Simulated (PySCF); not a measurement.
Computed XPS line lists of a few unrelated compounds.

Level of theory: delta-SCF UKS SCAN, pcX-2 on the ionised atom, pcseg-1 elsewhere, spin-free X2C in PySCF 2.14.0. Geometries: PBE0-D3(BJ)/def2-SVP; isolated species, one conformer each.

Line lists (1s up to Mg, 2p3/2 beyond, nothing for Al; areas count atoms within a level, one atom standing for each set equivalent by bonding):
1. B 1s: 195.84 eV; C 1s: 290.26 (area 1), 290.51 (area 1), 291.46 (area 1), 292.18 (area 1) eV; N 1s: 404.67 eV; O 1s: 537.93 eV
2. Cl 2p3/2: 206.75 eV
3. C 1s: 290.99 eV; Si 2p3/2: 108.59 eV; Cl 2p3/2: 206.19 eV
4. C 1s: 290.37 eV; O 1s: 538.52 eV; Si 2p3/2: 107.24 eV

Structures:
A. `C[SiH2]O`
B. `C[SiH](Cl)Cl`
C. `[AlH2-]1[Cl+][AlH2-][Cl+]1`
D. `C=CCOBNC`

Problem. Match each list to its structure.

Solution. 
- 1 = D: no other candidate has this set of levels. B 1s: 195.84 three-coordinate boron; C 1s: 290.26 terminal =CH2 carbon, 290.51 alkene CH carbon, 291.46 N-methyl carbon, 292.18 sp3 carbon bound to oxygen; N 1s: 404.67 boron-bound nitrogen; O 1s: 537.93 boron-bound oxygen.
- 2 = C: no other candidate has this set of levels. Cl 2p3/2: 206.75 chlorine bonded to 2 Al (×2).
- 3 = B: no other candidate has this set of levels. C 1s: 290.99 Si-methyl carbon; Si 2p3/2: 108.59 chlorine-bound silicon; Cl 2p3/2: 206.19 silicon-bound chlorine (×2).
- 4 = A: no other candidate has this set of levels. C 1s: 290.37 Si-methyl carbon; O 1s: 538.52 silanol oxygen; Si 2p3/2: 107.24 oxygen-bound silicon.

2p3/2 and 2p1/2 are the ΔSCF energy of one spin-free 2p hole plus the eigenvalues of a spin–orbit and ligand-field matrix of the shell.
